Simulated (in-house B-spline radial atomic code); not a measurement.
Spin-orbit splittings of orbital energies (j = l + 1/2 less j = l - 1/2) and ratios of mean radii (lower j over upper j) along the 17-electron series, configuration [Ne] 3s2 3p5. Computed with a radial B-spline atomic code at the basis-set limit: Dirac-Hartree-Fock, average of the configuration, finite nuclei.

```csv
ion,Z,splitting of 2p (eV),radius ratio of 2p,splitting of 3p (eV),radius ratio of 3p
V6+,23,7.2533,0.99027,1.0532,0.99397
Cr7+,24,?,?,?,?
Mn8+,25,10.633,0.98854,1.6989,0.99309
Fe9+,26,?,?,?,?
Co10+,27,15.095,0.98666,2.595,0.9921
Ni11+,28,17.8,0.98567,3.1546,0.99157
Cu12+,29,20.858,0.98463,3.7989,0.99101
```

Task: Fill in the row of Cr7+.

Result: splitting of 2p (eV): 8.8206; radius ratio of 2p: 0.98942; splitting of 3p (eV): 1.3481; radius ratio of 3p: 0.99355.

Task: Fill in the row of Fe9+.

Result: splitting of 2p (eV): 12.716; radius ratio of 2p: 0.98762; splitting of 3p (eV): 2.1122; radius ratio of 3p: 0.99261.

Task: With what power of Z does the column «splitting of 2p (eV)» change over this range?

Result: A fit of the logarithm of its size against log Z from Z = 23 to 29 has slope 4.56. An unscreened hydrogenic electron would give 4 at low Z; screening makes the apparent power larger near the neutral end, and relativity raises it again at high Z.
